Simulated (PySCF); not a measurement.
Vibration and rotation of CsH⁺

UHF-CCSD(T) constants of CsH⁺, ²Σ⁺ (doublet), unpaired electrons σ ↑ (Cs def2-TZVP with ECP46, H def2-TZVP; scalar-relativistic core potentials (PySCF 2.14); masses 132.9054 and 1.0078 u):

| Property | Result |
| --- | --- |
| ωe | 102.6 cm⁻¹ |
| ωexe | 43.8 cm⁻¹ |
| Be | 1.1404 cm⁻¹ |
| αe | 0.375 cm⁻¹ |
| D (centrifugal) | 0.000564 cm⁻¹ |
| De to Cs⁺ + H | 0.008 eV |

Task: Give the vibrational terms G(v) and spacings up to v = 2.

Result: G(v) = ωe(v+½) − ωexe(v+½)².

| v | G(v) (cm⁻¹) | G(v) − G(v−1) | Bv (cm⁻¹) |
| --- | --- | --- | --- |
| 0 | 40 |  | 0.953 |
| 1 | 55 | 15 | 0.578 |
| 2 | -17 | -73 | 0.203 |

Task: How well does the Morse estimate ωe²/(4ωexe) reproduce De, and what is D0?

Result: It gives 0.007 eV, 93 % of the computed De. D0 = De − G(0) = 0.008 − 0.005 = 0.003 eV.

Correlated steps freeze no core orbitals. The bond is weak. Basis-set superposition, not corrected here, can be much of De in a small basis, most of all at correlated wavefunction levels. Spin–orbit coupling is left out. For an ion De counts to the pair picked by the measured ionisation energies or electron affinities, which need not be the lowest pair at this level. The state was picked by a PBE0 search and need not be the measured ground state.
